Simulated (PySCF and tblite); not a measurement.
Results of a calculation; reference values are marked as such.
System: C₆H₁₀F (charge +1), numbered as in [CH3:1][CH2:2]/[CH:3]=[CH:4]/[C+:5]([CH3:6])[F:7].

Motion: rotation about the C4–C5 bond (torsion C3–C4–C5–C6 from -180° to -1°, rising). GFN2-xTB gives an electronic barrier of 21.3 kcal/mol and a reaction energy of 1.8 kcal/mol.

The ion is treated without a counter-ion.

Q: What does B3LYP/pcSseg-1 + D3(BJ) give on GFN2-xTB geometries?

A: A barrier of 26.9 kcal/mol, 5.7 above the tight-binding barrier (from unrounded values), a reaction energy of 1.2 kcal/mol and, with GFN2-xTB thermal terms, ΔG‡(298 K) = 25.8 kcal/mol and k = 1.4×10⁻⁶ s⁻¹ (2 equivalent paths).

Programs: tblite and PySCF.
